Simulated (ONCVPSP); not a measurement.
## What one change does to a pseudopotential (Sc, ONCV)

ONCVPSP 4.0.1 input, shortened (lines: element, Z, core and valence counts, functional; n l f; lmax; l rc ep ncon nbas qcut; lloc lpopt rc5 dvloc0; l nproj debl; icmod fcfact rcfact), PBE, scalar-relativistic:

```
  Sc 21.00    3    4        4      upf
    1    0    2.00
    2    0    2.00
    2    1    6.00
    3    0    2.00
    3    1    6.00
    3    2    1.00
    4    0    1.50
    2
    0    1.90    0.00    4    8    8.40
    1    1.05    0.00    4    7    9.20
    2    2.60    0.00    4    9    6.20
    4    5    0.70    2.00
    0    2    1.70
    1    3    3.30
    2    1    2.30
    1    0.20    0.00
```

Change: local potential polynomial inside 0.70 bohr (lpopt 5, dvloc0 5.5 Ha).

Cutoffs: the cutoffs (Ha) at which the residual kinetic energy of the hardest occupied pseudo-wave falls to 1 and 0.1 mHa per electron; they do not see the model core or the augmentation charge, which bear on the density cutoff. Errors are all-electron minus pseudo energies relative to the spin-unpolarised reference configuration.

Task: Predict the effect on cutoff, ghosts and configuration errors.

Result: The potential gets neither clearly harder nor softer (32 Ha and 44 Ha → 32 Ha and 44 Ha); a bound ghost appears in p, which as a rule spoils a file; the errors of the 4 common tests hardly move. In the separable form a ghost depends on how the local part lies against the semilocal potential of the channel, so the choice of the local part can create or remove one.

| quantity | base | changed |
| --- | --- | --- |
| cutoff, loose | 32 Ha | 32 Ha |
| cutoff, tight | 44 Ha | 44 Ha |
| bound ghosts | none | p |
| GHOST(+) flags under 300 eV | s at 170.3 eV | none |
| error for 3s2 3p6 3d1 4s2, meV [ΔE -2.75 eV] | +0.2 | +0.2 |
| error for 3s2 3p6 3d1 4s1, meV [ΔE 4.14 eV] | -0.6 | -0.6 |
| error for 3s2 3p6 3d1 4s0, meV [ΔE 16.91 eV] | -8.9 | -8.9 |
| error for 3s2 3p5 3d1 4s2, meV [ΔE 37.42 eV] | -128 | -129 |
| s: phases at 1.92 bohr within 0.05 rad from the reference energy up to (Ha; the scan ends near 5) | to the end of the scan | to the end of the scan |
| p: phases at 1.06 bohr within 0.05 rad from the reference energy up to (Ha; the scan ends near 5) | to the end of the scan | to the end of the scan |
| d: phases at 2.64 bohr within 0.05 rad from the reference energy up to (Ha; the scan ends near 5) | 0.2 | 0.2 |
| rms error of d²Exc/dni dnj with the model core, mHa | 1.62 | 1.62 |

 A true bound ghost makes a file unfit for plane-wave use even where its test errors are small: the radial tests pick states by their node count and pass the ghost by.
